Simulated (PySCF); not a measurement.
# Two-component Hartree-Fock for Ta⁵³⁺ (tantalum, charge +53)

Start: [Ar] 3d2; 3d3/2 filled at m_j = +1/2, +3/2. Calculated with PySCF 2.14 in an even-tempered Gaussian basis (15 s from 15 bohr⁻², ratio 2.8; 12 p from 19 bohr⁻², ratio 2.8; 8 d from 19 bohr⁻², ratio 2.8; 3 f from 60 bohr⁻², ratio 3): generalised Hartree-Fock with the X2C-1e Hamiltonian and a Gaussian nucleus; one run each with spin-orbit coupling (SO) switched off, then screened by Boettger's factors.

```tsv
spinor shell	electrons	ε, spin-free (eV)	ε, screened SO (eV)	weight of nominal j (screened SO)	rms radius, screened SO (bohr)
1s1/2	2	-71394.3	-71371.9	1.000	0.0211
2s1/2	2	-15298.3	-15289.8	1.000	0.0846
2p1/2	2	-13858.0	-14781.3	1.000	0.0719
2p3/2	4	-13858.0	-13476.5	1.000	0.0789
3s1/2	2	-5822.6	-5819.9	1.000	0.209
3p1/2	2	-5380.6	-5619.8	1.000	0.198
3p3/2	4	-5380.6	-5279.8	1.000	0.211
3d3/2	2	-4990.7	-5028.8	0.998	0.180
```

| quantity | spin-free | screened SO |
| --- | --- | --- |
| E (hartree) | -12908.30338 | -12928.19162 |
| M_J | 2 | 2 |
| ⟨J²⟩ | 8.000 | 6.010 |
| ⟨L²⟩ | 12.000 | 10.140 |
| ⟨S²⟩ | 2.000 | 1.537 |

Each row is a mean over spinors that exchange with the open shell spreads, by up to 32.952 eV (3p1/2).

Breit and QED terms are absent; they matter most for the inner s and p1/2 levels.

Densities and radii are taken from the X2C orbitals without a picture-change correction, which distorts them close to the nucleus.

Without spin-orbit coupling the j labels of p, d and f shells carry no meaning; the spin-free column gives the mean over the occupied spinors of each nl shell, and its ⟨J²⟩ belongs to a mixture of degenerate components.
